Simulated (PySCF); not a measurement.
C2H6ClFSi. Atoms are numbered in the order given.

```xyz
11

Si     0.5165    -0.3815    -0.4196
F      1.2526    -1.0198     0.8781
Cl     0.5796     1.6680    -0.2029
C     -1.2491    -0.9542    -0.4660
C     -2.0683    -0.5633     0.7617
H      1.3131    -0.7527    -1.6148
H     -1.6991    -0.5491    -1.3897
H     -1.2271    -2.0511    -0.5965
H     -2.0980     0.5296     0.8873
H     -3.1058    -0.9208     0.6821
H     -1.6370    -0.9892     1.6803
```

Geometry: PBE0-D3(BJ)/def2-SVP. This is a generated structure with no PubChem entry under its InChIKey; it may be hypothetical. Other conformers were not sampled.

Calculation: ωB97X/def2-TZVP (PySCF).

Atomic charges (e):

| atom | Mulliken | IAO |
|---|---|---|
| Si1 | 0.64 | 1.28 |
| F2 | -0.32 | -0.54 |
| Cl3 | -0.24 | -0.33 |
| C4 | -0.32 | -0.58 |
| C5 | -0.37 | -0.40 |
| H6 | -0.04 | -0.15 |
| H7 | 0.13 | 0.15 |
| H8 | 0.13 | 0.15 |
| H9 | 0.13 | 0.14 |
| H10 | 0.13 | 0.14 |
| H11 | 0.13 | 0.14 |

Computed Mayer and Wiberg (Löwdin basis) orders of the bonds:
```json
[
 {"bond": "Si1–F2", "Mayer": "1.09", "Wiberg": "1.69"},
 {"bond": "Si1–Cl3", "Mayer": "1.16", "Wiberg": "1.80"},
 {"bond": "Si1–C4", "Mayer": "1.01", "Wiberg": "1.16"},
 {"bond": "C4–C5", "Mayer": "0.96", "Wiberg": "1.31"},
 {"bond": "Si1–H6", "Mayer": "0.95", "Wiberg": "0.92"},
 {"bond": "C4–H7", "Mayer": "0.94", "Wiberg": "0.84"},
 {"bond": "C4–H8", "Mayer": "0.94", "Wiberg": "0.84"},
 {"bond": "C5–H9", "Mayer": "0.97", "Wiberg": "0.90"},
 {"bond": "C5–H10", "Mayer": "0.98", "Wiberg": "0.91"},
 {"bond": "C5–H11", "Mayer": "0.98", "Wiberg": "0.90"}
]
```
